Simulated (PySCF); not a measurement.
## C6H11ClSi: full NMR table

```yaml
Formula: C6H11ClSi
SMILES: C=C(C)[Si]1(Cl)CCC1
InChI: InChI=1S/C6H11ClSi/c1-6(2)8(7)4-3-5-8/h1,3-5H2,2H3
Point_group_of_the_computed_structure: C1
Degrees_of_unsaturation: 2
Carbon_signals: 5
Proton_signals: 7
```

Molfile (atoms numbered from 1):
```
C6H11ClSi
     RDKit          3D

 19 19  0  0  0  0  0  0  0  0999 V2000
    1.6901    1.1857    0.5966 C   0  0  0  0  0  0  0  0  0  0  0  0
    1.4851   -0.0158    0.0700 C   0  0  0  0  0  0  0  0  0  0  0  0
    2.6041   -0.9986   -0.0939 C   0  0  0  0  0  0  0  0  0  0  0  0
   -0.2412   -0.5673   -0.4760 Si  0  0  0  0  0  4  0  0  0  0  0  0
   -0.0782   -2.2128   -1.6629 Cl  0  0  0  0  0  0  0  0  0  0  0  0
   -1.4829    0.7635   -1.0655 C   0  0  0  0  0  0  0  0  0  0  0  0
   -2.2941    0.6180    0.2385 C   0  0  0  0  0  0  0  0  0  0  0  0
   -1.6170   -0.6230    0.8568 C   0  0  0  0  0  0  0  0  0  0  0  0
    2.6667    1.5058    0.9266 H   0  0  0  0  0  0  0  0  0  0  0  0
    0.8923    1.8976    0.7220 H   0  0  0  0  0  0  0  0  0  0  0  0
    3.5481   -0.5822    0.2504 H   0  0  0  0  0  0  0  0  0  0  0  0
    2.3906   -1.9058    0.4694 H   0  0  0  0  0  0  0  0  0  0  0  0
    2.7037   -1.2822   -1.1400 H   0  0  0  0  0  0  0  0  0  0  0  0
   -2.0616    0.4763   -1.9405 H   0  0  0  0  0  0  0  0  0  0  0  0
   -1.1106    1.7692   -1.2393 H   0  0  0  0  0  0  0  0  0  0  0  0
   -2.1670    1.4907    0.8763 H   0  0  0  0  0  0  0  0  0  0  0  0
   -3.3595    0.4792    0.0646 H   0  0  0  0  0  0  0  0  0  0  0  0
   -1.3244   -0.4855    1.8944 H   0  0  0  0  0  0  0  0  0  0  0  0
   -2.2539   -1.5035    0.8097 H   0  0  0  0  0  0  0  0  0  0  0  0
  1  2  2  0
  2  3  1  0
  2  4  1  0
  4  5  1  0
  4  6  1  0
  6  7  1  0
  7  8  1  0
  8  4  1  0
  1  9  1  0
  1 10  1  0
  3 11  1  0
  3 12  1  0
  3 13  1  0
  6 14  1  0
  6 15  1  0
  7 16  1  0
  7 17  1  0
  8 18  1  0
  8 19  1  0
M  END
```

Theory: geometry from GFN2-xTB, GIAO PBE0/pcSseg-1 shieldings, in PySCF 2.14 (fast rotation and ring inversion assumed for equivalent nuclei, one conformer, non-relativistic Hamiltonian, isolated molecule).

Referencing at the same level of theory: 1H and 13C and 29Si vs TMS.

| carbon | δC, type | δH (multiplicity) | HMBC from (2–3 bonds) | span of the C tensor (ppm) |
| --- | --- | --- | --- | --- |
| C1 | 133.3, CH2 | H9 6.30 (br s); H10 5.65 (br s) | H11/H12/H13 | 217 |
| C2 | 155.3, C | – | H9, H10, H11/H12/H13, H14/H19, H15/H18 | 245 |
| C3 | 27.7, CH3 | 2.08 (s) | H9, H10 | 34 |
| C6/C8 | 28.4, CH2 | H14 2.02 (m); H15 1.77 (m) | H17, H14/H19, H16, H15/H18 | 55 |
| C7 | 17.0, CH2 | H16 1.86 (m); H17 2.16 (m) | H14/H19, H15/H18 | 15 |

Other nuclei:
```
atoms  nucleus                                      environment  δ (ppm)  σ (ppm)
  Si4     29Si  silicon bonded to 3 C, Cl, in a 4-membered ring     25.8    323.3
```

1. Carbon types of the structure: 1 × C, 4 × CH2, 1 × CH3, which accounts for all hydrogens.
2. δC 155.3: fully substituted alkene carbon; as expected for a trigonal carbon in a double bond.
3. δC 133.3: terminal =CH2 carbon; the olefinic region.
4. δC 27.7: allylic methyl carbon; aliphatic region, no heteroatom directly attached.
5. δC 17.0: sp3 CH2 in a ring; aliphatic region, no heteroatom directly attached.
6. δH 2.08: hydrogen on an allylic methyl carbon; allylic position.

Shifts are as computed. Against solution values, carbons near 30 ppm lie about +3 ppm off and those near 130 ppm about +5 ppm. Of 1309 compounds with measured shifts, 239 miss one by over three times the rms of a fit or turn the order of signals round; such compounds aren't used in these exercises. No couplings were computed; multiplicities are counted from neighbouring protons, with m where these are inequivalent, close in shift, in a saturated or five-membered ring or joined by F or P, and br s for small geminal =CH2 splittings.
